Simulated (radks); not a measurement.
Values are calculated unless marked as measured or tabulated.
Q: Ionisation of the lanthanum ion La+, [Xe] 5d2, to La2+, [Xe] 5d1, under several functionals. Dirac Kohn-Sham, spin-unpolarised, spherical densities, finite nucleus; open shells fill j = l - 1/2 first; a radial shooting solver on a logarithmic mesh with Libxc functionals. The NIST Atomic Spectra Database gives 11.185 eV (measured). Rank these functionals by the error of their Delta-SCF ionisation energy: PBEsol; RPBE; exchange-only B88; SOGGA; AM05.

A: From best to worst: PBEsol 10.872 eV (-0.313); RPBE 10.849 eV (-0.336); AM05 10.839 eV (-0.346); SOGGA 10.785 eV (-0.400); exchange-only B88 10.062 eV (-1.123). Spin polarisation and multiplet splitting are left out, so open shells lie too high by an amount that depends on their filling.

Beside tabulated values, note that spin-unpolarised runs miss the spin-polarisation part of the exchange energy of open shells.
